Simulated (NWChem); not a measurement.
Species: AuH2OI; SMILES [OH2]->[Au][I]

def2 effective core potentials on I, Au; no spin-orbit coupling.

### Question
Give the equilibrium geometry at PBE0/def2-SVP with def2 effective core potentials on I, Au (NWChem) as an XYZ file, with the point group.

### Answer
point group Cs; any orientation.
```
5

Au    -0.0339     0.8336     0.0000
I      0.0204    -1.6939     0.0000
O     -0.0724     3.0429     0.0000
H      0.3713     3.4188     0.7714
H      0.3713     3.4188    -0.7714
```
